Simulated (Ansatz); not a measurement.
```xyz
3

C     0.0429    0.0231   -0.1909
H    -0.0360    0.8966    0.5370
H     0.0445   -0.8464    0.5222
```

Basis set: 6-31G (spherical functions). Correlated methods keep 1 orbital frozen. Charge 0, multiplicity 1.

Computed with Ansatz (development build ahead of 0.2.0); each method stands on the lowest determinant of its kind that the runs found. Restricted open shells among the atoms or ions are ROHF, correlated in semicanonical orbitals with singles.

Question: Give the atomization energy at this shape (free ground-state atoms in the same class of orbitals less the molecule, no zero-point energy) of singlet CH₂ by RHF-MP2, RHF.

Answer:

```
 method  atomization energy
RHF-MP2     138.52 kcal/mol
    RHF     112.03 kcal/mol
```

Caution: another spin multiplicity may lie lower; in another basis set an unrestricted determinant lies well below.

This basis has no polarisation functions and is too small for such energies, which can lie far from measured ones in either direction.
